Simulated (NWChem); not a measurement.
System meant: C₂H₅ClOSi; SMILES C=C[SiH](O)Cl

Input file for NWChem:

```
start job
memory heap 200 mb stack 900 mb global 1100 mb
geometry units angstroms noautoz
  Si     0.324629    -0.059042     0.490571
  O      1.755647     0.259846    -0.279665
  Cl    -0.514313    -1.823327    -0.216848
  C     -0.911191     1.296848     0.194240
  C     -0.555497     2.463129    -0.357680
  H      0.667657    -0.266949     1.916808
  H      1.734345     0.307646    -1.240569
  H     -1.960192     1.141617     0.477620
  H     -1.275154     3.269922    -0.536378
  H      0.481008     2.662629    -0.653206
end
basis spherical
  Si library def2-svp
  O library def2-svp
  Cl library def2-svp
  C library def2-svp
  H library def2-svp
end
dft
  odft
  mult 2
  xc xpbe96 cpbe96
  iterations 150
  mulliken
end
task dft energy
```

End of the output:

```
 Summary of "ao basis" -> "" (spherical)
 ------------------------------------------------------------------------------
       Tag                 Description            Shells   Functions and Types
 ---------------- ------------------------------  ------  ---------------------
 Si                         def2-svp                 8       18   4s3p1d
 O                          def2-svp                 6       14   3s2p1d
 Cl                         def2-svp                 8       18   4s3p1d
 C                          def2-svp                 6       14   3s2p1d
 H                          def2-svp                 3        5   2s1p

  pbe96 is a nonlocal functional; adding pw91lda local functional.

                                 NWChem DFT Module
                                 -----------------

 Summary of "ao basis" -> "ao basis" (spherical)
 ------------------------------------------------------------------------------
       Tag                 Description            Shells   Functions and Types
 ---------------- ------------------------------  ------  ---------------------
 Si                         def2-svp                 8       18   4s3p1d
 O                          def2-svp                 6       14   3s2p1d
 Cl                         def2-svp                 8       18   4s3p1d
 C                          def2-svp                 6       14   3s2p1d
 H                          def2-svp                 3        5   2s1p

  number of electrons :                   56
  multiplicity        :                    2
 ------------------------------------------------------------------------
  no. of electrons and multiplicity not compatible                  56
 ------------------------------------------------------------------------
 ------------------------------------------------------------------------
  current input line :
    29: task dft energy
 ------------------------------------------------------------------------
 ------------------------------------------------------------------------
 There is an error in the input file
 ------------------------------------------------------------------------
 For more information see the NWChem manual at https://nwchemgit.github.io

0: no. of electrons and multiplicity not compatible:Received an Error in Communication
```

**Question.** Can this run be used? If not, why, and what is the fix?

**Answer.** The program refused the input. Cause: the multiplicity doesn't fit the number of electrons (an even count wants an odd multiplicity, and the reverse). This input runs:
```
start job
memory heap 200 mb stack 900 mb global 1100 mb
geometry units angstroms noautoz
  Si     0.324629    -0.059042     0.490571
  O      1.755647     0.259846    -0.279665
  Cl    -0.514313    -1.823327    -0.216848
  C     -0.911191     1.296848     0.194240
  C     -0.555497     2.463129    -0.357680
  H      0.667657    -0.266949     1.916808
  H      1.734345     0.307646    -1.240569
  H     -1.960192     1.141617     0.477620
  H     -1.275154     3.269922    -0.536378
  H      0.481008     2.662629    -0.653206
end
basis spherical
  * library def2-svp
end
dft
  xc xpbe96 cpbe96
  iterations 150
  mulliken
end
task dft energy
```
It converges to -903.32817 Ha (PBE/def2-SVP).
